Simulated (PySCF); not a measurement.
Compound: 4-bromochlorobenzene, C6H4BrCl.
SMILES with atom numbers: `[Cl:1][c:2]1[cH:3][cH:4][c:5]([Br:6])[cH:7][cH:8]1` (hydrogens: H9 on C3; H10 on C4; H11 on C7; H12 on C8)

Level of theory: PBE0-D3(BJ)/def2-SVP geometry optimisation, gas phase in PySCF 2.14.0.

Entries marked ? are missing. Bonds in one row agree within 0.01 Å.

```json
{"coordinate": "Cl1–C2", "value": "?"}
{"coordinate": "C2–C3, C2–C8", "value": "?"}
{"coordinate": "C3–C4, C7–C8", "value": "1.392 Å"}
{"coordinate": "C4–C5, C5–C7", "value": "?"}
{"coordinate": "C5–Br6", "value": "1.885 Å"}
{"coordinate": "C3–H9, C8–H12", "value": "1.091 Å"}
{"coordinate": "C4–H10, C7–H11", "value": "1.091 Å"}
{"coordinate": "Cl1–C2–C3", "value": "?"}
{"coordinate": "C3–C2–C8", "value": "120.7°"}
{"coordinate": "C2–C3–C4", "value": "119.6°"}
{"coordinate": "C3–C4–C5", "value": "119.7°"}
{"coordinate": "C4–C5–Br6", "value": "?"}
{"coordinate": "C4–C5–C7", "value": "?"}
```

Task: Fill in the missing values.

Result: 
- Cl1–C2 = 1.730 Å, drawn single (aryl chlorine to aromatic C–Cl carbon); 0.02 Å below the sum of covalent radii, 1.75 Å.
- C2–C3, C2–C8 = 1.394 Å, aromatic (aromatic C–Cl carbon to aromatic CH carbon); 0.07 Å below the sum of covalent radii, 1.46 Å.
- C4–C5, C5–C7 = 1.394 Å, aromatic (aromatic CH carbon to aromatic C–Br carbon); 0.07 Å below the sum of covalent radii, 1.46 Å.
- Cl1–C2–C3 = 119.7°, at the aromatic C–Cl carbon; the outer atoms are 2.707 Å apart.
- C4–C5–Br6 = 119.7°, at the aromatic C–Br carbon; the outer atoms are 2.846 Å apart.
- C4–C5–C7 = 120.7°, at the aromatic C–Br carbon, inside a 6-membered ring; the outer atoms are 2.423 Å apart.

Radii are Cordero's, carbon taken as 0.76, 0.73 or 0.69 Å for four, three, and two or fewer neighbours.

No PBE0-D3(BJ)/def2-SVP frequencies stand behind this structure, so it isn't proved a minimum.
